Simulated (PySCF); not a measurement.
Geometry:
| atom | x (Å) | y (Å) | z (Å) |
| --- | --- | --- | --- |
| C1 | -1.798 | -0.943 | -1.408 |
| C2 | -1.099 | -0.087 | -0.647 |
| C3 | -1.719 | 1.216 | -0.327 |
| O4 | -2.891 | 1.469 | -0.442 |
| C5 | 0.246 | -0.398 | -0.183 |
| C6 | 0.940 | 0.257 | 0.745 |
| C7 | 2.311 | -0.125 | 1.180 |
| H8 | -2.790 | -0.687 | -1.740 |
| H9 | -1.401 | -1.896 | -1.713 |
| H10 | -1.008 | 1.991 | 0.014 |
| H11 | 0.686 | -1.277 | -0.640 |
| H12 | 0.524 | 1.120 | 1.246 |
| H13 | 3.012 | 0.680 | 0.954 |
| H14 | 2.335 | -0.281 | 2.258 |
| H15 | 2.646 | -1.031 | 0.682 |

No solvent, single conformer, non-relativistic Hamiltonian, rapidly exchanging positions averaged. σ from GIAO-PBE0/pcSseg-1; geometry from GFN2-xTB; PySCF 2.14.0 with density-fitted response routines.

**Question.** List the cross peaks expected in HSQC, COSY and HMBC spectra.

**Answer.** 

HSQC (one-bond C–H):
```
                δH          δC
       10.26 (H10)  195.0 (C3)
        6.60 (H11)  137.1 (C5)
        6.58 (H12)  135.6 (C6)
         6.45 (H8)  133.3 (C1)
         5.56 (H9)  133.3 (C1)
2.07 (H13/H14/H15)   23.3 (C7)
```

COSY cross peaks (H two or three bonds apart, from the bond graph; peaks can be absent where the dihedral angle is near 90°):
```
        δH                  δH
6.60 (H11)          6.58 (H12)
6.58 (H12)  2.07 (H13/H14/H15)
 6.45 (H8)           5.56 (H9)
```

HMBC (two and three bonds, from the bond graph; two-bond peaks within aromatic rings are usually weak or absent):
```
                δH                                                         δC
       10.26 (H10)                         146.6 (C2), 137.1 (C5), 133.3 (C1)
        6.60 (H11)  195.0 (C3), 146.6 (C2), 135.6 (C6), 133.3 (C1), 23.3 (C7)
        6.58 (H12)                          146.6 (C2), 137.1 (C5), 23.3 (C7)
         6.45 (H8)                         195.0 (C3), 146.6 (C2), 137.1 (C5)
         5.56 (H9)                         195.0 (C3), 146.6 (C2), 137.1 (C5)
2.07 (H13/H14/H15)                                     137.1 (C5), 135.6 (C6)
```

Chemical shifts δ = σref − σ; ¹H (31.72 ppm), ¹³C (186.93 ppm) vs TMS, all at this level.

Short H···H contacts in this conformer between protons four or more bonds apart (candidates for NOE cross peaks, intensity ∝ r⁻⁶): H10···H12 2.15 Å, H11···H15 2.38 Å, H9···H11 2.43 Å.

Shifts are as computed. Against solution values, carbons near 30 ppm lie about +3 ppm off and those near 130 ppm about +5 ppm (rms about the fit 2.1 ppm; single classes can miss by 10 ppm). Of 1328 compounds with measured shifts, 309 miss one by over three times the rms of a fit or turn the order of signals round; such compounds aren't used in these exercises. Signals without a measured value on file couldn't be tested in this way; 1H shifts scatter by 0.2 ppm about their fit, and single ones miss by 0.5 ppm.
